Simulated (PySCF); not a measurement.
Mo(NH)(F)3(Cl) (ClF3HMoN), SMILES [Mo](=[NH])([F])([Cl])([F])[F], multiplicity 1. Coordinates come from a B3LYP-D3(BJ)/def2-SVP optimisation. The spin state was assumed, not searched. The structure was generated by enumeration; whether it is a known compound was not checked. The def2 effective core potentials stand for the cores of Mo; spin–orbit coupling is left out.

These are B3LYP-D3(BJ)/def2-SVP (PySCF) values and carry that method's errors.

Harmonic wavenumbers (cm⁻¹): 99, 190, 219, 246, 266, 280, 314, 382, 486, 533, 635, 700, 713, 1098, 3610. Rotational constants (GHz): 2.670, 1.701, 1.422; symmetry number 1.

Work out the zero-point energy and the ideal-gas rigid-rotor harmonic-oscillator thermochemistry at 298.15 K and 1 atm.

ZPE = ½ Σ hcν = ½ × 9770 cm⁻¹ = 58.44 kJ/mol. H − E(el) = 80.96 kJ/mol. Entropy in J/(mol K): translation 175.04, rotation 118.41, vibration 72.32, total 365.76. G − E(el) = -28.10 kJ/mol. Cp = 114.09 J/(mol K). Modes under 150 cm⁻¹ make the vibrational entropy uncertain.
